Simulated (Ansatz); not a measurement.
`[O]=[W]([F])([F])([Cl])[Cl]` + H₂O → `[O]=[W]([OH])([F])([Cl])[Cl]` + H–F at 298.15 K and 1 bar (formal hydrolysis of a W–F bond).

Isolated molecules relaxed with PBE0-D4/def2-TZVP in Ansatz; ΔE leaves out vibrations. CBS: MP2 limit from def2 TZ/QZ plus the TZ coupled-cluster correction, frozen cores. This one scheme is used for every species. def2 core potentials past Kr. For W outer-core shells are correlated without core-valence functions, which leaves a few kJ/mol of doubt a bond. One conformer a species, not always the lowest.

```csv
species,CCSD(T)/CBS energy (Eh),H − E (kJ/mol),S (J/(mol·K))
`[O]=[W]([F])([F])([Cl])[Cl]`,-1261.50180,50.8,376.9
H₂O,-76.37941,66.4,188.7
`[O]=[W]([OH])([F])([Cl])[Cl]`,-1237.47719,80.9,388.8
H–F,-100.39570,33.5,173.6
```

H − E and S are ideal-gas, rigid-rotor, harmonic terms from PBE0-D4/def2-TZVP, for one conformer and one mirror image of each species. 1 Eh = 2625.50 kJ/mol, R = 8.31446 J/(mol·K).

Question: By hand: ΔE, ΔH, ΔS and ΔG.

Answer: ΔE = (-1237.47719) + (-100.39570) − (-1261.50180) − (-76.37941) = 0.00832 Eh = 21.8 kJ/mol. Δ(H − E) = 80.9 + 33.5 − 50.8 − 66.4 = -2.8, so ΔH = 19.0 kJ/mol. ΔS = 388.8 + 173.6 − 376.9 − 188.7 = -3.2 J/(mol·K). ΔG = 19.0 − 298.15 × (-3.2)/1000 = 20.0 kJ/mol.

Question: By hand: the equilibrium constant, and the temperature at which ΔG would vanish if ΔH and ΔS stayed fixed.

Answer: log₁₀ K = −ΔG/(RT ln 10) = -3.5. ΔH and −TΔS have one sign here, so there is no such temperature.

The number of gas molecules stays the same, so ΔS is small and ΔH decides. A doubt of 5 kJ/mol in ΔE shifts log₁₀ K by 0.9 here. Other conformers and mirror images would add mixing entropy, several J/(mol·K) or more a flexible species. These are equilibria of isolated gas molecules and say nothing of rates. Largest T1 diagnostic: 0.021 (customary marks: 0.02 for closed shells, 0.045 for open ones).

ΔS is within the doubt of such terms, so its sign, and with it that verdict, could turn.
